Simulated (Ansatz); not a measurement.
closo-2-SB4 (no H on S) (B₄H₄S), relaxed as a singlet with RKS PBE-D4/def2-SVP in Ansatz, starting from the GFN2-xTB geometry. Force threshold 0.02 eV/Å.

Start:

| atom | x (Å) | y (Å) | z (Å) |
| --- | --- | --- | --- |
| S1 | -1.098 | -0.885 | -0.117 |
| B2 | -0.243 | 0.954 | -0.083 |
| B3 | 0.024 | 0.017 | -1.316 |
| B4 | -0.149 | -0.118 | 1.302 |
| B5 | 0.866 | -0.451 | 0.148 |
| H6 | -0.738 | 1.972 | 0.185 |
| H7 | 0.104 | -0.269 | -2.441 |
| H8 | -0.554 | -0.095 | 2.393 |
| H9 | 1.787 | -1.126 | -0.071 |

```
step  energy (eV)  largest force component (eV/Å)  SCF passes
   1  -13590.2940                           1.110          27
   2  -13590.4934                           0.499          29
   3  -13590.5228                           0.187          30
   4  -13590.5266                           0.073          31
   5  -13590.5295                           0.072          30
   6  -13590.5316                           0.145          29
   7  -13590.5349                           0.156          30
   8  -13590.5364                           0.050          30
   9  -13590.5365                           0.034          31
  10  -13590.5367                           0.006          31
```

Force components are those of the run's own axes.

End:

```xyz
9

S    -1.1373   -0.9169   -0.1220
B    -0.2590    0.9132   -0.0176
B     0.0451   -0.0283   -1.3603
B    -0.1937   -0.0915    1.3445
B     0.8312   -0.4519    0.0791
H    -0.7154    2.0281    0.0171
H     0.0585   -0.1405   -2.5544
H    -0.4542   -0.1785    2.5121
H     1.8248   -1.1336    0.1015
```

By distances, no bond broke or formed. The bond that changes most is B2–B3, from 1.57 to 1.67 Å (atoms count from 1).

No frequencies were taken in this run, so the end may be a saddle point.

Hardware: 4 threads of Arm Neoverse V2 on a shared host. Wall time 7.5 s.
